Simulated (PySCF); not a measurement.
Isomers of C8H9FSi.

All values: PBE0/pcSseg-1 (PySCF) at GFN2-xTB geometries, gas phase, one conformer each.

(1) Rank by the highest IAO charge on any atom, lowest value first.
A. `[CH:1]#[C:2][C@H:3]1[SiH2:4][CH2:5]/[C:6](=[CH:7]\[F:8])[C:9]1=[CH2:10]` with C2–C3–Si4–C5 127°, C3–Si4–C5–C6 13°, Si4–C5–C6–C7 150°, C5–C6–C9–C10 -147°
B. `[CH:1]#[C:2][Si@:3]([F:4])([C:5]#[C:6][CH3:7])[CH2:8][CH:9]=[CH2:10]` with C2–Si3–C8–C9 63°, Si3–C8–C9–C10 -109°
C. `[CH:1]#[C:2][Si@:3]([F:4])([C:5]#[C:6][CH3:7])[C:8](=[CH2:9])[CH3:10]` with C2–Si3–C8–C9 -119°
D. `[CH:1]#[C:2][C@H:3]1[CH2:4]/[C:5](=[CH:6]\[F:7])[SiH2:8][C:9]1=[CH2:10]` with C2–C3–C4–C5 77°, C3–C4–C5–C6 -148°, C4–C5–Si8–C9 -10°, C5–Si8–C9–C10 167°

(2) Rank by the lowest Hirshfeld charge on any atom, highest value first.
A. `[CH:1]#[C:2][C@H:3]1[CH2:4]/[C:5](=[CH:6]\[F:7])[SiH2:8][C:9]1=[CH2:10]` with C2–C3–C4–C5 77°, C3–C4–C5–C6 -148°, C4–C5–Si8–C9 -10°, C5–Si8–C9–C10 167°
B. `[CH:1]#[C:2][Si@:3]([F:4])([C:5]#[C:6][CH3:7])[C:8](=[CH2:9])[CH3:10]` with C2–Si3–C8–C9 -119°
C. `[CH:1]#[C:2][C@H:3]1[SiH2:4][CH2:5]/[C:6](=[CH:7]\[F:8])[C:9]1=[CH2:10]` with C2–C3–Si4–C5 127°, C3–Si4–C5–C6 13°, Si4–C5–C6–C7 150°, C5–C6–C9–C10 -147°
D. `CCC#CC1=C(F)C=C[SiH2]1`

(3) Rank by the lowest IAO charge on any atom, highest value first.
A. `[CH:1]#[C:2][C@H:3]1[CH2:4]/[C:5](=[CH:6]\[F:7])[SiH2:8][C:9]1=[CH2:10]` with C2–C3–C4–C5 77°, C3–C4–C5–C6 -148°, C4–C5–Si8–C9 -10°, C5–Si8–C9–C10 167°
B. `CCC#CC1=C(F)C=C[SiH2]1`
C. `[CH:1]#[C:2][Si@@:3]([F:4])([C:5]#[C:6][CH3:7])[CH:8]1[CH2:9][CH2:10]1` with C2–Si3–C8–C9 -139°
D. `[CH:1]#[C:2][Si@:3]([F:4])([C:5]#[C:6][CH3:7])[CH2:8][CH:9]=[CH2:10]` with C2–Si3–C8–C9 63°, Si3–C8–C9–C10 -109°

Answers

(1) D (+0.741 e), A (+0.785 e), C (+1.347 e), B (+1.363 e).

(2) A (-0.120 e), D (-0.138 e), C (-0.163 e), B (-0.195 e).

(3) A (-0.325 e), B (-0.429 e), C (-0.527 e), D (-0.560 e).

All values together:

```json
{"SMILES": "C#C[Si@](F)(C#CC)C(=C)C", "μ (D)": "2.85", "HOMO (eV)": "-7.64", "LUMO (eV)": "-0.66", "lowest IAO charge (e)": "-0.525 (F)", "highest IAO charge (e)": "+1.347 (Si)", "lowest Hirshfeld charge (e)": "-0.195 (F)", "highest Hirshfeld charge (e)": "+0.471 (Si)"}
{"SMILES": "C#C[Si@](F)(C#CC)CC=C", "μ (D)": "2.67", "HOMO (eV)": "-7.25", "LUMO (eV)": "-0.73", "lowest IAO charge (e)": "-0.560 (C)", "highest IAO charge (e)": "+1.363 (Si)", "lowest Hirshfeld charge (e)": "-0.204 (F)", "highest Hirshfeld charge (e)": "+0.481 (Si)"}
{"SMILES": "C#C[C@H]1C/C(=C\\F)[SiH2]C1=C", "μ (D)": "1.42", "HOMO (eV)": "-7.32", "LUMO (eV)": "-0.89", "lowest IAO charge (e)": "-0.325 (C)", "highest IAO charge (e)": "+0.741 (Si)", "lowest Hirshfeld charge (e)": "-0.120 (C)", "highest Hirshfeld charge (e)": "+0.331 (Si)"}
{"SMILES": "C#C[Si@@](F)(C#CC)C1CC1", "μ (D)": "2.92", "HOMO (eV)": "-7.95", "LUMO (eV)": "-0.62", "lowest IAO charge (e)": "-0.527 (F)", "highest IAO charge (e)": "+1.360 (Si)", "lowest Hirshfeld charge (e)": "-0.204 (F)", "highest Hirshfeld charge (e)": "+0.477 (Si)"}
{"SMILES": "CCC#CC1=C(F)C=C[SiH2]1", "μ (D)": "1.58", "HOMO (eV)": "-6.16", "LUMO (eV)": "-1.89", "lowest IAO charge (e)": "-0.429 (C)", "highest IAO charge (e)": "+0.784 (Si)", "lowest Hirshfeld charge (e)": "-0.138 (C)", "highest Hirshfeld charge (e)": "+0.351 (Si)"}
{"SMILES": "C#C[C@H]1[SiH2]C/C(=C\\F)C1=C", "μ (D)": "0.50", "HOMO (eV)": "-6.67", "LUMO (eV)": "-0.92", "lowest IAO charge (e)": "-0.550 (C)", "highest IAO charge (e)": "+0.785 (Si)", "lowest Hirshfeld charge (e)": "-0.163 (C)", "highest Hirshfeld charge (e)": "+0.368 (Si)"}
```

Conformers: `[CH:1]#[C:2][Si@:3]([F:4])([C:5]#[C:6][CH3:7])[C:8](=[CH2:9])[CH3:10]` with C2–Si3–C8–C9 -119°; `[CH:1]#[C:2][Si@:3]([F:4])([C:5]#[C:6][CH3:7])[CH2:8][CH:9]=[CH2:10]` with C2–Si3–C8–C9 63°, Si3–C8–C9–C10 -109°; `[CH:1]#[C:2][C@H:3]1[CH2:4]/[C:5](=[CH:6]\[F:7])[SiH2:8][C:9]1=[CH2:10]` with C2–C3–C4–C5 77°, C3–C4–C5–C6 -148°, C4–C5–Si8–C9 -10°, C5–Si8–C9–C10 167°; `[CH:1]#[C:2][Si@@:3]([F:4])([C:5]#[C:6][CH3:7])[CH:8]1[CH2:9][CH2:10]1` with C2–Si3–C8–C9 -139°; `[CH:1]#[C:2][C@H:3]1[SiH2:4][CH2:5]/[C:6](=[CH:7]\[F:8])[C:9]1=[CH2:10]` with C2–C3–Si4–C5 127°, C3–Si4–C5–C6 13°, Si4–C5–C6–C7 150°, C5–C6–C9–C10 -147°.
